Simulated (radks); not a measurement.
Effect of the nuclear size on the ruthenium ion Ru+, [Kr] 4d7. Calculated with a radial shooting solver on a logarithmic mesh with Libxc functionals: Dirac Kohn-Sham, PBE, spin-unpolarised, spherical densities, finite nucleus; open shells are shared between the two j in proportion to 2j + 1; Fermi nuclear charge, rms radius 4.4809 fm. The rms radius is varied about that value; shifts are against it.

rms radius (fm) = 3.7998: total energy shift (eV) -0.548; density at nucleus (e/bohr^3) 1.122e+05; 1s1/2 shift (meV) -231; 2s1/2 shift (meV) -25.2; 4s1/2 shift (meV) -0.815; 4p1/2 shift (meV) 0.031; 5s1/2 (empty) shift (meV) -0.084
rms radius (fm) = 4.1135: total energy shift (eV) -0.305; density at nucleus (e/bohr^3) 1.112e+05; 1s1/2 shift (meV) -129; 2s1/2 shift (meV) -14.1; 4s1/2 shift (meV) -0.454; 4p1/2 shift (meV) 0.017; 5s1/2 (empty) shift (meV) -0.047
rms radius (fm) = 4.4809: total energy shift (eV) 0; density at nucleus (e/bohr^3) 1.101e+05; 1s1/2 shift (meV) 0.000; 2s1/2 shift (meV) 0.000; 4s1/2 shift (meV) 0.000; 4p1/2 shift (meV) 0.000; 5s1/2 (empty) shift (meV) 0.000
rms radius (fm) = 4.8752: total energy shift (eV) 0.353; density at nucleus (e/bohr^3) 1.09e+05; 1s1/2 shift (meV) 149; 2s1/2 shift (meV) 16.3; 4s1/2 shift (meV) 0.526; 4p1/2 shift (meV) -0.020; 5s1/2 (empty) shift (meV) 0.054
rms radius (fm) = 5.5922: total energy shift (eV) 1.06; density at nucleus (e/bohr^3) 1.072e+05; 1s1/2 shift (meV) 448; 2s1/2 shift (meV) 48.9; 4s1/2 shift (meV) 1.58; 4p1/2 shift (meV) -0.060; 5s1/2 (empty) shift (meV) 0.162

Slopes of the eigenvalues against <r^2> in GHz/fm^2, as finite differences over the two radii next to the reference (eigenvalue slopes, not the field-shift constants of lines): 1s1/2 9810, 2s1/2 1070, 4s1/2 34.6, 4p1/2 -1.30, 5s1/2 (empty) 3.55.
